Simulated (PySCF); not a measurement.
Compound: ZrIF3 (singlet state).
Geometry (PBE0-D3(BJ)/def2-SVP, Å), atoms numbered from 1 in this order:
```xyz
5
F3IZr angstrom
Zr     0.0400   -0.0194   -0.1670
I     -0.3848   -0.0730    2.5114
F      1.8924   -0.0544   -0.5246
F     -0.6976    1.5523   -0.9052
F     -0.7750   -1.5160   -0.9766
```

Computed with PBE0-D3(BJ)/def2-SVP geometry optimisation, gas phase, def2 core potentials past Kr in PySCF.

Question: Which atoms are bound to Zr1, and at what distances?

Answer: 4 atoms: F4 1.887 Å, F5 1.887 Å, F3 1.887 Å, I2 2.712 Å.

Question: List the angles at Zr1.

Answer: 
```tsv
angle	degrees	distance of the outer atoms (Å)
I2–Zr1–F4	110.0	3.80
I2–Zr1–F3	109.9	3.80
I2–Zr1–F5	109.9	3.79
F3–Zr1–F5	109.2	3.07
F3–Zr1–F4	109.0	3.07
F4–Zr1–F5	108.9	3.07
```

Question: What is the shape at Zr1?

Answer: Tetrahedral: angles from 108.9° to 110.0°; τ4 = (360° − α − β)/141° = 0.99 with α and β the two widest (0 for a square, 1 for a tetrahedron).

Question: What are the rotational constants (commonest isotopes, rigid rotor)?

Answer: A = 2818, B = 720.7, C = 720.4 MHz: a prolate symmetric top.

Point group: C3v (tolerance 0.08 Å). Charge 0, singlet. Whether it is a minimum is left open (no frequencies).
